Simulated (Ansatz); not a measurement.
A structure relaxed at PBE0-D4/def2-TZVP, charge 0, multiplicity 1:

Cartesian coordinates in Å:
```
S 0.943 0.579 -1.770
Si 0.110 0.186 0.119
Cl 0.786 1.498 1.514
C -0.657 -1.338 0.528
N -1.533 -0.417 0.295
H 1.186 1.870 -1.488
H -0.834 -2.379 0.804
```

Problem. Give its formula and SMILES.

Solution. CH2ClNSSi, `S[Si]1(Cl)C=N1`.

Problem. Summarise the bond lengths by kind.

Solution. 1 × S–Si 2.101 Å; 1 × H–S 1.344 Å; 1 × Cl–Si 2.031 Å; 1 × C–Si 1.754 Å; 1 × N–Si 1.759 Å; 1 × C–N 1.292 Å; 1 × C–H 1.092 Å.

All numbers were calculated with Ansatz.
